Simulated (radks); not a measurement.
Initial-state core-level shifts of neutral cadmium when its valence configuration changes from [Kr] 4d10 5s2. Calculated with a radial shooting solver on a logarithmic mesh with Libxc functionals: Dirac Kohn-Sham, PBE, spin-unpolarised, spherical densities, point nucleus; open shells fill j = l - 1/2 first. Shifts are changes of the shell-averaged eigenvalues in eV (positive: less bound).

| valence | 1s | 3s | 4s | 4p |
|---|---|---|---|---|
| 4d10 5s1 5p1 | -1.820 | -1.791 | -1.830 | -1.836 |
| 4d9 5s2 5p1 | -6.669 | -6.842 | -6.368 | -6.169 |
| 4d10 5s1.5 5p0.5 | -0.959 | -0.944 | -0.964 | -0.967 |
| 4d10 5p2 | -3.363 | -3.311 | -3.384 | -3.395 |
| 4d10 5s0.5 5p1.5 | -2.615 | -2.574 | -2.630 | -2.639 |
| 4d8 5s0.5 5p3.5 | -15.662 | -15.988 | -14.818 | -14.365 |
